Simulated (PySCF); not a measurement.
# One molecule, several mistakes: AlH4NO

These are calculations, not measurements. They come from PySCF 2.14.0, an open-source quantum chemistry program, on an isolated molecule that a program drew, which may never have been made. The molecule is AlH4NO (charge 0, singlet), drawn as the SMILES string `[NH2][AlH][OH]`.

Each row is a Hartree-Fock (HF) and frozen-core CCSD(T) single point in the cc-pV(D+d)Z basis, meant for a local HF minimum. Run 1 is clean. Each other run has one planted mistake out of seven kinds, and not every kind appears here: one electron removed, one electron added, multiplicity raised by two, geometry at a saddle point, minimal basis STO-3G, one bond length entered in bohr, all coordinates scaled. The reference is restricted for singlets and unrestricted otherwise, and also for a bond in bohr. Adding or removing an electron swaps singlet and doublet. Electrons count all cores. HOMO and LUMO are orbital energies over both spins, the gradient is its largest component, and the lowest frequency (negative if imaginary) is given only where the gradient is small. Bond lengths are over the 6 bonds as drawn. T1 is the CCSD diagnostic: over 0.02 (restricted) or 0.045 (unrestricted) a single reference is doubtful.

Geometry of the clean run:
```xyz
7
AlH4NO, angstrom
N     1.7361    1.5911   -1.0656
Al    1.0966    1.8125    0.5558
O    -0.3552    1.0300    0.9286
H     1.3082    1.0383   -1.7844
H     2.5843    1.9995   -1.4094
H     1.8574    2.7063    1.6053
H    -0.8359    1.0373    1.7379
```

| run | electrons | basis functions | <S^2> | HOMO (eV) | LUMO (eV) | gradient (hartree/bohr) | lowest frequency (cm^-1) | mean bond (Å) | longest bond (Å) | T1 | HF (hartree) | CCSD(T) (hartree) | mistake |
|---|---|---|---|---|---|---|---|---|---|---|---|---|---|
| 1 | 32 | 71 | 0.000 | -10.69 | 3.06 | 1.7e-05 | 235 | 1.3281 | 1.757 | 0.0132 | -373.65925 | -374.12168 | no fault |
| 2 | 32 | 23 | 0.000 | -7.59 | 10.60 | 7.0e-02 | - | 1.3281 | 1.757 | 0.0159 | -368.96832 | -369.10489 | minimal basis STO-3G |
| 3 | 32 | 71 | 0.000 | -10.80 | 3.18 | 2.4e-02 | - | 1.2962 | 1.715 | 0.0124 | -373.65507 | -374.11397 | all coordinates scaled |
| 4 | 32 | 71 | 2.021 | -3.47 | -0.60 | 1.3e-01 | - | 1.3281 | 1.757 | 0.0244 | -373.46261 | -373.89419 | multiplicity raised by two |
| 5 | 32 | 71 | 0.745 | -10.37 | 2.35 | 1.9e-02 | - | 1.4768 | 1.895 | 0.0641 | -373.51405 | -373.97324 | one bond length entered in bohr |
| 6 | 31 | 71 | 0.758 | -17.49 | -6.76 | 1.1e-01 | - | 1.3281 | 1.757 | 0.0204 | -373.35040 | -373.77092 | ? |

**Which mistake was planted in run 6, and what did it cost?**

It counts 31 electrons, one fewer than the clean run, at the same geometry and basis. So the mistake is: one electron removed. Subtracting run 1 and multiplying by 627.51 kcal/mol a hartree, the energy moved by 193.8 kcal/mol in HF and 220.1 kcal/mol in CCSD(T).

Cautions from the logs. Run 5: T1 is over the limit, so its CCSD(T) energy is less reliable.
